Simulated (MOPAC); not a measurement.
Input file for MOPAC: PM3 on BrGeHO (SMILES [OH][Ge][Br]), a point of a torsion scan.

```
PM3 1SCF PRECISE CHARGE=0 THREADS=1
BrGeHO

O     -1.03681061 1     0.09414551 1     0.18693958 1
Ge     0.37985905 1     1.05549066 1    -0.11750759 1
Br     1.85989983 1    -0.57918345 1    -1.02628538 1
H     -1.50345737 1    -0.67455767 1    -0.13444924 1
```

Program output:

```
*******************************************************************************
 **                                                                           **
 **                              MOPAC v23.2.5                                **
 **                                                                           **
 *******************************************************************************
 ** MOPAC's Digital Object Identifier: https://doi.org/10.5281/zenodo.6511958 **
 **                                                                           **
 ** Please cite the open-source release paper for use of this MOPAC version:  **
 ** J. E. Moussa and J. J. P. Stewart (2026)                                  **
 ** MOPAC: An open-source semiempirical molecular orbital program             **
 ** J. Open Source Softw., 11(119), 8025, https://doi.org/10.21105/joss.08025 **
 *******************************************************************************

                              PM3 CALCULATION RESULTS

 *******************************************************************************
 *  PM3        - The PM3 Hamiltonian to be used
 *
 *
 *
 *                 CHARGE ON SYSTEM = 0
 *
 *
 *
 *  PRECISE    - TIGHTER CRITERIA TO BE USED
 *  1SCF       - DO 1 SCF AND THEN STOP
 *  THREADS=1  - MULTI-THREADING NOT USED
 *  T=         - A TIME OF 172800.0 SECONDS REQUESTED
 *  DUMP=N     - RESTART FILE WRITTEN EVERY 7200.0 SECONDS REQUESTED
 *******************************************************************************
PM3 1SCF PRECISE CHARGE=0 THREADS=1
 BrGeHO

   ATOM   CHEMICAL          X               Y               Z
  NUMBER   SYMBOL      (ANGSTROMS)     (ANGSTROMS)     (ANGSTROMS)

     1       O         -1.03681061  *   0.09414551  *   0.18693958  *
     2      Ge          0.37985905  *   1.05549066  *  -0.11750759  *
     3      Br          1.85989983  *  -0.57918345  *  -1.02628538  *
     4       H         -1.50345737  *  -0.67455767  *  -0.13444924  *



          CARTESIAN COORDINATES

    NO.       ATOM           X           Y           Z

     1         O         -1.0368      0.0941      0.1869
     2        Ge          0.3799      1.0555     -0.1175
     3        Br          1.8599     -0.5792     -1.0263
     4         H         -1.5035     -0.6746     -0.1344

  H: (PM3): J. J. P. STEWART, J. COMP. CHEM. 10, 209 (1989).
  O: (PM3): J. J. P. STEWART, J. COMP. CHEM. 10, 209 (1989).
 Ge: (PM3): J. J. P. STEWART, J. COMP. CHEM. 12, 320-341 (1991).
 Br: (PM3): J. J. P. STEWART, J. COMP. CHEM. 10, 209 (1989).

           Empirical Formula: H O Ge Br  =     4 atoms



      MOLECULAR POINT GROUP   :   C1


      RHF CALCULATION, NO. OF DOUBLY OCCUPIED LEVELS = 9


 -------------------------------------------------------------------------------
 PM3 1SCF PRECISE CHARGE=0 THREADS=1
 BrGeHO



     1SCF WAS SPECIFIED, SO BFGS WAS NOT USED
     SCF FIELD WAS ACHIEVED


                              PM3 CALCULATION
                                                       MOPAC v23.2.5 Linux




          FINAL HEAT OF FORMATION =        -80.65154 KCAL/MOL =    -337.44605 KJ/MOL


          COSMO AREA              =        110.34 SQUARE ANGSTROMS
          COSMO VOLUME            =         99.56 CUBIC ANGSTROMS

          IONIZATION POTENTIAL    =         10.552627 EV
          HOMO LUMO ENERGIES (EV) =        -10.553 -1.031
          NO. OF FILLED LEVELS    =          9
          MOLECULAR WEIGHT        =        169.5013         POINT GROUP:  C1

          MOLECULAR DIMENSIONS (Angstroms)

            Atom       Atom       Distance
            H     4   Br     3     3.48090
           Br     3   Ge     2     1.75222
           Br     3    O     1     0.19645


          SCF CALCULATIONS        =          1





   ATOM   CHEMICAL          X               Y               Z
  NUMBER   SYMBOL      (ANGSTROMS)     (ANGSTROMS)     (ANGSTROMS)

     1       O         -1.03681061  *   0.09414551  *   0.18693958  *
     2      Ge          0.37985905  *   1.05549066  *  -0.11750759  *
     3      Br          1.85989983  *  -0.57918345  *  -1.02628538  *
     4       H         -1.50345737  *  -0.67455767  *  -0.13444924  *

                             CARTESIAN COORDINATES

   1    O       -1.036810610     0.094145510     0.186939580
   2   Ge        0.379859050     1.055490660    -0.117507590
   3   Br        1.859899830    -0.579183450    -1.026285380
   4    H       -1.503457370    -0.674557670    -0.134449240


           Empirical Formula: H O Ge Br  =     4 atoms



      MOLECULAR POINT GROUP   :   C1


                  EIGENVALUES
 -35.87862 -18.53339 -16.07494 -14.47736 -12.57003 -12.14055 -10.84766 -10.79093
 -10.55263  -1.03131  -0.12784   1.19203   5.22647


              NET ATOMIC CHARGES AND DIPOLE CONTRIBUTIONS

  ATOM NO.   TYPE          CHARGE      No. of ELECS.   s-Pop       p-Pop
    1          O          -0.607802        6.6078     1.74427     4.86354
    2         Ge           0.983953        3.0160     1.86913     1.14691
    3         Br          -0.614739        7.6147     1.89581     5.71893
    4          H           0.238588        0.7614     0.76141
 DIPOLE           X         Y         Z       TOTAL
 POINT-CHG.    -2.393     5.651     1.775     6.388
 HYBRID        -1.118    -2.453    -0.469     2.736
 SUM           -3.511     3.197     1.306     4.925


          ATOMIC ORBITAL ELECTRON POPULATIONS

     Atom    s        px        py        pz
    1  O   1.74427   1.62141   1.48686   1.75527
    2 Ge   1.86913   0.38533   0.54386   0.21773
    3 Br   1.89581   1.89752   1.88282   1.93859
    4  H   0.76141

 **********************
 *                    *
 * JOB ENDED NORMALLY *
 *                    *
 **********************




 == MOPAC DONE ==
```

The run finished.

Cost: about 0.010 core-seconds (a rough figure).
